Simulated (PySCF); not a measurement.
## From computed data to an observable: chemical shift, span and skew from a shielding tensor

pyrazine (C4H4N2), SMILES c1cnccn1. Atoms are numbered in the order given.

```xyz
10

C      0.0000     1.1316    -0.6991
C      0.0000     1.1316     0.6991
N      0.0000     0.0000     1.4024
C      0.0000    -1.1316     0.6991
C      0.0000    -1.1316    -0.6991
N      0.0000     0.0000    -1.4024
H      0.0000     2.0743    -1.2587
H      0.0000     2.0743     1.2587
H      0.0000    -2.0743     1.2587
H      0.0000    -2.0743    -1.2587
```

Coordinates come from a ωB97X-D3(BJ)/def2-SVP optimisation.

GIAO shieldings from KT2/pcSseg-1 run with PySCF, non-relativistic, no solvent. The symmetric part of the tensor of N3 has the principal values -385.3, -166.7, 298.2 ppm. The same nucleus in NH3 has σ = 266.2 ppm at this level (PySCF, at its B3LYP-D3(BJ)/def2-TZVP geometry).

Problem. Work out the isotropic shielding, the ¹⁵N shift against NH3, the span and the skew.

Solution. 
σ(iso) = (σ11 + σ22 + σ33)/3 = -84.6 ppm. δ = σ(ref) − σ(iso) = 266.2 − (-84.6) = 350.8 ppm.
Span Ω = σ33 − σ11 = 683.5 ppm. Skew κ = 3(σ(iso) − σ22)/Ω = 0.36. Tumbling in solution averages the tensor to δ; in a static solid the shielding alone would spread this spin-1/2 line over Ω.
